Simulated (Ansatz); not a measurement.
Start from `O=CN[SiH3]` and change one atom or group to get `NC(=O)N[SiH3]`.

Ansatz, PBE0-D4/def2-TZVP geometries, multiplicity 1. Each molecule was computed in one conformer, which needn't be the lowest.

```csv
property,`O=CN[SiH3]`
LUMO energy (B3LYP/def2-TZVPP) / eV,-0.27
LUMO energy (ωB97M-V/def2-TZVPP) / eV,1.85
HOMO–LUMO gap (PBE/def2-TZVPP) / eV,5.16
size of the dipole moment (B3LYP/def2-TZVPP) / D,3.43
HOMO–LUMO gap (B3LYP/def2-TZVPP) / eV,7.36
LUMO energy (PBE0/def2-TZVPP) / eV,0.01
```

Task: What does the change do to each property? (Best estimate.)

Result: Ansatz gave: 
| property | `NC(=O)N[SiH3]` | shift |
| --- | --- | --- |
| LUMO energy (B3LYP/def2-TZVPP) / eV | -0.07 | 0.20 |
| LUMO energy (ωB97M-V/def2-TZVPP) / eV | 1.68 | -0.17 |
| HOMO–LUMO gap (PBE/def2-TZVPP) / eV | 5.59 | 0.43 |
| size of the dipole moment (B3LYP/def2-TZVPP) / D | 4.12 | 0.69 |
| HOMO–LUMO gap (B3LYP/def2-TZVPP) / eV | 7.47 | 0.11 |
| LUMO energy (PBE0/def2-TZVPP) / eV | 0.24 | 0.23 |

With PBE0 the HOMO rises by 0.07 eV and the LUMO rises by 0.23 eV, so the gap widens by about 0.16 eV. PBE moves the HOMO by 0.08 eV and ωB97M-V by 0.11 eV. Dipoles are sizes alone; their direction can turn.

B3LYP here is the variant with VWN-RPA as its local correlation; programs differ in this.
